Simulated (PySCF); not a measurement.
Al(Cl)(Me)(vinyl) (C3H6AlCl), SMILES [CH](=C)[Al]([Cl])[CH3].

Coordinates come from a B3LYP-D3(BJ)/def2-SVP optimisation. The structure was generated by enumeration; whether it is a known compound was not checked. The values are those of a single conformer.

Two levels are set side by side: PBE/def2-TZVP (PySCF) and PBE0/def2-TZVP (PySCF). Same geometry, gas phase. Differences are taken from unrounded values.

```csv
quantity,PBE
orbital gap (eV),4.45
highest occupied level (eV),-6.69
lowest empty level (eV),-2.25
dipole moment (D),2.13
mean polarisability (bohr³),75.3
```

These are the PBE values. What does PBE0 give? (Estimate from the structure and the level; the computed values follow.)


```csv
quantity,PBE0,PBE minus PBE0
orbital gap (eV),6.61,-2.17
highest occupied level (eV),-7.99,1.30
lowest empty level (eV),-1.38,-0.87
dipole moment (D),2.22,-0.09
mean polarisability (bohr³),72.6,2.7
```

Without exact exchange PBE keeps part of each electron's self-repulsion, which lifts occupied levels and narrows the gap. Loosely held outer electrons make PBE densities more polarisable. Differences between two approximate levels are no errors against the true value.

Rough cost on one machine, each run with all the roots and properties that it gave: PBE0 against PBE within a factor of 2.
